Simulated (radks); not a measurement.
Spin polarisation of the 4d2 shell in neutral zirconium. Start: [Kr] 4d(up 1, down 1) 5s2; electrons of 4d are moved from spin down to spin up, other shells keep equal spins. All-electron calculation, scalar-relativistic Kohn-Sham, SCAN, spin-polarised, spherical densities, finite nucleus; meta-GGA in the generalised Kohn-Sham scheme; Fermi nuclear charge, rms radius of each element as measured or else 0.836 A^(1/3) + 0.57 fm. Program: a radial shooting solver on a logarithmic mesh with Libxc functionals.

moment (Bohr magnetons),E - E(0) (eV),e(4d up) (eV),e(4d down) (eV),5s down minus up (eV),4p down minus up (eV)
0,0.000,-3.500,-3.500,0.000,0.000
0.5,-0.065,-3.758,-3.249,0.048,0.335
1,-0.247,-3.936,-2.989,0.264,0.682
1.5,-0.544,-4.091,-2.724,0.520,1.031

At moment 1.5 the spin-polarisation energy is -0.544 eV and the 4d exchange splitting 1.367 eV, that is 0.911 eV per Bohr magneton; E = -I m^2/4 would give I = 0.967 eV.
